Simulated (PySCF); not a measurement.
Orbital energies and ionisation energy

Compound: C₅H₁₀OS.
SMILES with atom numbers: `[O:1]=[S:2]1[CH2:3][CH2:4][CH2:5][CH2:6][CH2:7]1` (hydrogens: H8, H9 on C3; H10, H11 on C4; H12, H13 on C5; H14, H15 on C6; H16, H17 on C7)

Structure used (PBE0-D3(BJ)/def2-SVP), in Å, numbered top down from 1:
```xyz
17
C5H10OS angstrom
O      2.6559    0.6260    0.1574
S      1.3829    0.3527   -0.5913
C      0.0289    1.0781    0.3988
C     -1.3431    0.6150   -0.0647
C     -1.5437   -0.8891    0.0941
C     -0.4968   -1.7046   -0.6585
C      0.9236   -1.3778   -0.2258
H      0.1642    2.1662    0.3064
H      0.2541    0.7947    1.4406
H     -2.1136    1.1630    0.5015
H     -1.4832    0.8983   -1.1231
H     -2.5508   -1.1668   -0.2548
H     -1.5029   -1.1489    1.1668
H     -0.6757   -2.7820   -0.5113
H     -0.5960   -1.5245   -1.7438
H      1.0845   -1.4930    0.8591
H      1.6784   -1.9856   -0.7471
```

Level: PBE0/def2-SVPD (PySCF). Frontier orbitals with their largest atomic shares (Löwdin; up to four atoms above 4 %):

```
orbital  ε (eV)                          main atoms
 HOMO−3   -9.69  C5 17 %, C6 15 %, C4 15 %, O1 10 %
 HOMO−2   -9.62  C5 13 %, O1 12 %, C4 10 %, C6 10 %
 HOMO−1   -7.51    O1 60 %, S2 12 %, C7 8 %, C3 8 %
   HOMO   -6.56                                   ?
   LUMO    0.29     S2 17 %, C4 9 %, C6 9 %, C5 9 %
 LUMO+1    0.63     S2 47 %, C7 7 %, C3 7 %, O1 5 %
 LUMO+2    0.76   S2 48 %, O1 5 %, H15 5 %, H11 5 %
```

What vertical ionisation energy does ΔSCF give, and how far is −ε(HOMO) from it?

ΔSCF: 8.56 eV (826 kJ/mol; threshold wavelength 145 nm); ⟨S²⟩ of the doublet left behind is 0.757, against 0.75 for a pure doublet. −ε(HOMO) is 6.56 eV, 2.00 eV below it. For the exact functional −ε(HOMO) would equal the first vertical ionisation energy; PBE0 (global hybrid, 25 % exact exchange) falls short of its own ΔSCF value by 23 %. Holes in the HOMO−1 and HOMO−2 were tried too where these lie within 1.2 eV of the HOMO; the lowest converged state counts.

On which atoms does the HOMO lie?

O1 (sulfinyl oxygen) 52 %, S2 (sulfinyl sulfur) 30 %, C3 (sp3 carbon bound to sulfur) 7 %, C7 (sp3 carbon bound to sulfur) 7 %. The HOMO−1 lies 0.95 eV lower.

What kinetic energy would electrons from this vertical process carry with He II light (40.814 eV)?

40.81 − 8.56 = 32.25 eV.

What total energies stand behind the ΔSCF value?

E(N) = -669.18065 Eh and E(N − 1) = -668.86595 Eh at the same geometry, 0.31470 Eh apart.

The structure is a single PBE0-D3(BJ)/def2-SVP conformer in the gas phase; no vibrational or solvent corrections.
